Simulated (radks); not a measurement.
Task: The mean radii <r> (bohr) of the occupied orbitals of an atom or ion are listed with their occupations. Method: non-relativistic Kohn-Sham, LDA (Slater exchange, Perdew-Wang correlation), spin-unpolarised, spherical densities, point nucleus; computed with a radial shooting solver on a logarithmic mesh with Libxc functionals.

orbital  occ.      <r>
1s          2  0.02166
2s          2  0.09048
2p          6  0.07651
3s          2   0.2131
3p          2   0.2011

Name the element and its charge.

Result: Z = 70, ytterbium, charge +56: Yb56+ in [Ne] 3s2 3p2. The 1s radius gives Z: for a bare nucleus <r> = 1.5/Z, 0.02143 bohr for Z = 70, and screening makes it slightly larger (0.02166 here). The occupations add up to 14, and the charge is Z minus that.
